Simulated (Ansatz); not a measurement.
Input file for Ansatz (a first-principles code): U-B3LYP/def2-TZVPP on FGeI (SMILES [F][Ge][I]), a point of a bond scan (R = 1.411 Å). Elements past Kr take the def2 small-core potentials; no spin–orbit coupling.

Ansatz 0.2 input:
```yaml
crystal:
  periodic: [false, false, false]
  atoms:
    - {symbol: Ge, position_ang: [0.58880677, 0.82647042, 1.02097454]}
    - {symbol: F, position_ang: [0.96900647, 1.82046512, 0.09479919]}
    - {symbol: I, position_ang: [-0.53619480, -0.85033448, -0.59321667]}
basis:
  gaussian:
    orbitals: def2-TZVPP
hamiltonian:
  xc: {name: B3LYP}
magnetization: {spin_polarized: true, initial_magnetization: 0}
```

Problem. What total energy does the run end on?

Solution. -2474.7135 hartree.
